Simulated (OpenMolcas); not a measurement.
Nb4+ among 6 point charges of -1.7 e arranged as an octahedron (Oh).

```json
{"Program": "OpenMolcas 26.06", "Method": "CASSCF", "Basis": "ANO-RCC-VDZP [6s5p3d1f]", "Scalar Hamiltonian": "DKH2, point nucleus", "Active space": "1 electron in 5 orbitals (4d)", "State averaging": "2S+1 = 2 even, 5 roots", "Spin-orbit coupling": "RASSI with atomic mean-field integrals over the reference wave functions"}
```

All point charges move together. At R = 1.95 Å |10Dq| is 14097 cm-1, and at R = 2.09 Å it is 10125 cm-1.

Question: A third run gives 6685 cm-1. What distance was it run at?

Answer: With a power law R^-n the two known points give n = -ln(10125 / 14097) / ln(2.09 / 1.95) = 4.77. Then R = 1.95 × (14097 / 6685)^(1/4.77) = 2.280 Å. The run was at 2.28 Å, so the estimate is off by 0 Å.

An orbital triplet at a regular site is open to Jahn-Teller coupling, which can distort the site and quench the lowest spin-orbit gaps and is left out. This field is weak: 10Dq is about 14097 cm-1, while octahedral complexes of 4d ions of charge 3 and more, computed by the same method with explicit ligands, had a median near 25000 cm-1. Ground spin and moment need not be those of a real site (figures for R = 1.95; the like holds for R = 2.09, R = 2.28). This is an electrostatic model: the charges have no orbitals. No measured value stands beside these numbers.
